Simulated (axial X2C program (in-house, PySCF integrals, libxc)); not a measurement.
**Nuclear properties of SCoS**

Calculated with an axial X2C code built on PySCF integrals: two-component X2C with atomic mean-field Coulomb and Gaunt terms, Gaussian nuclei, basis S dyall-av3z, Co dyall-v3z with contracted cores.

S–Co–S held linear, with bonds 2.088 and 2.088 Å (near the PBE0 minimum at charge 0 of the determinant lowest at the starting distance; the state shown can have its own minimum elsewhere, held linear; other orders of the atoms were not compared).

Determinant lowest in the PBE0 search, Ω = 11/2 (⟨Sz⟩ = 2.50, ⟨Lz⟩ = 3.00 at PBE0), spin on the atoms S 0.57, Co 1.36, S 0.57:

```csv
level,A∥/gI S (MHz),qzz S (a.u.),A∥/gI Co (MHz),qzz Co (a.u.)
PBE0,23.9,-1.45,312,-1.61
HF,55,-1.41,193,-1.72
B3LYP,23.8,-1.49,328,-1.63
```

A∥ (defined per Ω) follows by multiplying with gI = μI/(I μN); qzz is the electric field gradient, eQq0 = 234.96 MHz × Q/barn × qzz. The operators were transformed with the bare-nucleus X2C matrices; with these basis sets, hyperfine constants and field gradients can be off by tens of per cent, and where levels differ in sign neither size nor sign is settled.

**Question.** With Q(33S) = -0.0694 barn, gI(59Co) = 1.3220, Q(59Co) = 0.42 barn (g factors from the IAEA table of nuclear moments by Stone; Q from Pyykkö, Mol. Phys. 2018), turn the PBE0 values of the first state into constants in MHz.

**Answer.** eQq0(33S) = 234.96 × (-0.0694) × (-1.45) = 23.6 MHz; A∥(59Co) = 312 × 1.3220 = 412 MHz; eQq0(59Co) = 234.96 × (0.42) × (-1.61) = -159 MHz.

The molecule was held linear; bending was not examined, so a bent shape may lie lower.

Each state is one determinant with collinear spin, which with several unpaired electrons need not be a pure state. Unrestricted Hartree–Fock can overshoot spin polarisation at the nuclei. With several open shells hyperfine constants can be off by a factor of several. At HF a later determinant lies lower. States lie within half an eV, so the first need not be the ground state. Further determinants of the search, some of them spin-mixed, are not shown. Where a field gradient or hyperfine factor spreads by more than a factor of two over the levels, a constant derived from it is not to be relied on.
